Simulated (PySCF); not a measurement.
This PySCF input asks for the NMR shieldings of `COB(CBCl)C(C)C`, C5H13B2ClO; the geometry comes from GFN2-xTB.

```python
import basis_set_exchange as bse
import numpy as np
from pyscf import gto, dft
from pyscf.prop import nmr

atoms = """
C    -2.129563   -1.471892    0.349868
O    -0.763976   -1.139887    0.238111
B    -0.254981   -0.020825   -0.258317
C    -1.157898    1.187832   -0.851746
B    -1.434592    2.200931    0.302781
Cl   -2.838471    2.067799    1.265367
C     1.347359    0.107533   -0.231460
C     2.005761   -0.996745   -1.068566
C     1.864637    0.031528    1.211204
H    -2.539017   -1.716545   -0.633670
H    -2.705178   -0.652341    0.783245
H    -2.203251   -2.348013    0.995493
H    -2.072999    0.768647   -1.270069
H    -0.593192    1.657975   -1.654576
H    -0.675655    3.050654    0.587467
H     1.665212    1.070822   -0.644061
H     1.693429   -0.926240   -2.108042
H     3.090393   -0.913969   -1.028243
H     1.718498   -1.973919   -0.688953
H     1.588403   -0.920285    1.657616
H     2.948973    0.125064    1.234353
H     1.435698    0.831262    1.811349
"""
names = dict.fromkeys(["C", "O", "B", "Cl", "H"], "pcSseg-1")
basis = {el: gto.basis.parse(bse.get_basis(n, elements=[el], fmt="nwchem")) for el, n in names.items()}
mol = gto.M(atom=atoms, basis=basis, charge=0, verbose=0)
mf = dft.RKS(mol, xc="PBE0")
mf.grids.level = 2
mf.grids.alignment = dft.numint.BLKSIZE   # the property module wants whole blocks of grid points
mf.conv_tol = 1e-9
mf.kernel()

calc = nmr.RKS(mf)   # GIAO
C = mf.mo_coeff
Co = C[:, mf.mo_occ > 0]
resp = mf.gen_response(singlet=True, hermi=2)
def vind(x):   # induced exchange potential for any number of trial vectors
    d = np.einsum("pi,xij,qj->xpq", C, 2 * x.reshape(-1, C.shape[1], Co.shape[1]), Co, optimize=True)
    return np.einsum("xpq,pi,qj->xij", resp(d - d.transpose(0, 2, 1)), C, Co, optimize=True).ravel()
mo1, _ = nmr.rhf.solve_mo1(calc, with_cphf=vind)
sigma = calc.kernel(mo1)
for i, s in enumerate(sigma):   # ppm
    print("%2d %-2s %9.2f" % (i, mol.atom_pure_symbol(i), np.trace(s) / 3))
```

Task: What are the results?

Result: 
```
 0 C     130.70
 1 O     166.68
 2 B      51.83
 3 C     145.20
 4 B      29.54
 5 Cl    654.10
 6 C     159.06
 7 C     167.41
 8 C     167.76
 9 H      27.75
10 H      26.97
11 H      27.61
12 H      29.68
13 H      29.32
14 H      24.69
15 H      30.44
16 H      30.70
17 H      30.85
18 H      30.78
19 H      30.96
20 H      30.96
21 H      30.86
```

These numbers come from an equivalent density-fitted implementation of the same equations, which agrees with the script to about 0.01 ppm for H and up to a few tenths of a ppm for heavy atoms, so last digits may differ.

Size and cost of the density-fitted run: 225 basis functions, 56 s wall time on 1 thread of an Intel Xeon, shared host; peak memory 1 GiB.
